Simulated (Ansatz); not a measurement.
```yaml
crystal:
  periodic: [false, false, false]
  atoms:
    - {symbol: C, position_ang: [-2.832018, -1.673855, -1.566446]}
    - {symbol: C, position_ang: [-1.349238, -1.443174, -1.330752]}
    - {symbol: C, position_ang: [-1.116434, -0.339755, -0.330272]}
    - {symbol: O, position_ang: [0.297614, -0.182726, -0.162644]}
    - {symbol: C, position_ang: [0.681923, 0.760113, 0.698965]}
    - {symbol: O, position_ang: [-0.078212, 1.457298, 1.317576]}
    - {symbol: C, position_ang: [2.182288, 0.830793, 0.790425]}
    - {symbol: C, position_ang: [2.622879, 1.894864, 1.766090]}
    - {symbol: Cl, position_ang: [4.401441, 1.957202, 1.857411]}
    - {symbol: H, position_ang: [-3.318645, -0.773873, -1.951701]}
    - {symbol: H, position_ang: [-2.993372, -2.473356, -2.291385]}
    - {symbol: H, position_ang: [-3.342851, -1.956420, -0.642112]}
    - {symbol: H, position_ang: [-0.851438, -1.183489, -2.269797]}
    - {symbol: H, position_ang: [-0.875588, -2.359850, -0.966861]}
    - {symbol: H, position_ang: [-1.565596, -0.571556, 0.639600]}
    - {symbol: H, position_ang: [-1.541739, 0.609403, -0.668527]}
    - {symbol: H, position_ang: [2.584935, 1.023646, -0.207486]}
    - {symbol: H, position_ang: [2.561454, -0.151394, 1.084814]}
    - {symbol: H, position_ang: [2.253546, 1.694457, 2.769554]}
    - {symbol: H, position_ang: [2.279048, 2.881661, 1.463560]}
basis:
  gaussian: {orbitals: cc-pVTZ}
magnetization: {spin_polarized: true, initial_magnetization: 2}
hamiltonian: {xc: {name: r2SCAN50}}
```

```sh
$ ansatz run in.yaml --threads 4 --pin off --events-out ev --progress --plain --max-ram 66560MiB --backend cuda --devices 0, --max-vram 37GiB
```

It prints (some lines left out):

```
Functional definition: r2SCAN50
2542 factors; their error is unknown
mean field evaluation 1: about -22992.6353 eV, gradient 5.2e1 eV
mean field evaluation 2: about -22926.4374 eV, gradient 1.1e2 eV
mean field evaluation 4: about -23007.0257 eV, gradient 2.0e1 eV
mean field evaluation 8: about -23008.9374 eV, gradient 1.2e0 eV
mean field evaluation 16: about -23009.1198 eV, gradient 3.3e-3 eV
mean field -23009.11977658 eV, -845.5695556477 hartree, gradient 5.1e-5 eV, S^2 2.013585; 2 other end points of the search recorded, 0 dependent functions left out
reference -23009.11978706 eV, -845.5695560328 hartree; 41, 39 occupied and 387, 389 virtual orbitals, 2542 factors
Total energy: -23009.11978706 eV, -845.5695560328 hartree
```

Run time 13 s (4 threads of an AMD EPYC 7R13 on a shared host and a share of an NVIDIA H100 80 GB); peak host memory 1.2 GiB.
